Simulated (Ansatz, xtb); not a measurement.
## C3H7FSeSi: which of two isomers lies lower

Structure I is `C=C[C@H](F)[Se][SiH3]`, a singlet and structure II is `C=C(CF)[SiH2][SeH]`, a singlet. Both are isolated molecules in the gas phase, relaxed with B3LYP/def2-SVP; the shapes shown needn't be the lowest conformers.

I (Å):

| atom | x (Å) | y (Å) | z (Å) |
| --- | --- | --- | --- |
| C | 0.1779 | 0.8764 | -2.1437 |
| C | 0.7785 | 1.0203 | -0.9600 |
| C | 0.6761 | 0.0275 | 0.1502 |
| F | 0.0061 | -1.1062 | -0.2371 |
| Se | -0.2580 | 0.8773 | 1.7160 |
| Si | -0.1633 | -0.9787 | 3.0789 |
| H | -0.4371 | 0.0000 | -2.3617 |
| H | 0.2902 | 1.6292 | -2.9276 |
| H | 1.3950 | 1.8986 | -0.7396 |
| H | 1.6709 | -0.2728 | 0.5183 |
| H | 1.1922 | -1.5937 | 2.9761 |
| H | -0.4040 | -0.4831 | 4.4629 |
| H | -1.1919 | -1.9984 | 2.7346 |

II (Å):

```xyz
13

C    -0.0986    1.8596    1.7056
C    -0.5153    1.2773    0.5725
C    -1.9294    0.7748    0.4221
F    -2.3176    0.8230   -0.9119
Se    2.8306    1.4730   -0.4623
Si    0.6148    1.0076   -0.9273
H     0.9423    2.1682    1.8417
H    -0.7772    2.0333    2.5506
H    -2.0000   -0.2801    0.7465
H    -2.6444    1.3709    1.0157
H     0.5963   -0.4284   -1.3223
H     0.1891    1.8555   -2.0720
H     2.6453    2.9307   -0.6045
```

Which of the two would you expect CCSD(T)/def2-SVP + ΔMP2/def2-TZVPP electronic energies to favour?

Structure II; the calculation gives E(II) − E(I) = −40.9 kJ/mol.

The same difference at several levels:

| level | geometry | E(II) − E(I) (kJ/mol) | departure from the last row (kJ/mol) | job, with rough time for the two |
| --- | --- | --- | --- | --- |
| GFN2-xTB | GFN2-xTB | −0.6 | +40.3 | optimisation, 0.44 s |
| HF/STO-3G | GFN2-xTB | −24.9 | +16.0 | single point, 0.44 s |
| r2SCAN-D4/def2-SVP | GFN2-xTB | −35.3 | +5.5 | single point, 3.9 s |
| B3LYP/def2-SVP | B3LYP/def2-SVP | −36.9 | +4.0 | optimisation, 2.3 min |
| HF/def2-SVP | B3LYP/def2-SVP | −53.0 | −12.1 | part of the CCSD(T) run |
| MP2/def2-SVP | B3LYP/def2-SVP | −45.7 | −4.8 | part of the CCSD(T) run |
| CCSD(T)/def2-SVP | B3LYP/def2-SVP | −45.4 | −4.6 | single point |
| CCSD(T)/def2-SVP + ΔMP2/def2-TZVPP | B3LYP/def2-SVP | −40.9 |  | single point, 72 s |

As drawn, II has 1 C–Si, 1 Se–H in place of 1 C–Se, 1 Si–H.

GFN2-xTB finds them nearly level. The largest departure from CCSD(T)/def2-SVP + ΔMP2/def2-TZVPP is that of GFN2-xTB, 40.3 kJ/mol. The last row adds to CCSD(T) the change of the MP2 difference between the two basis sets, here +4.6 kJ/mol.

With thermal terms from frequencies at re-optimised GFN2-xTB minima (ideal gas, soft modes damped towards free rotors, one conformer each, 298.15 K, 1 atm): the zero-point term adds −1.0 kJ/mol; ΔH is −41.9 and ΔG −42.1 kJ/mol.

The correlated steps freeze 18 core orbitals; the filled d shell of Se is correlated, in a basis made for valence electrons. Mirror images aren't counted in ΔG. Codes used: Ansatz 0.2.0, xtb 6.7.1; the last row on 4 threads of Arm Neoverse V1 on a shared host.
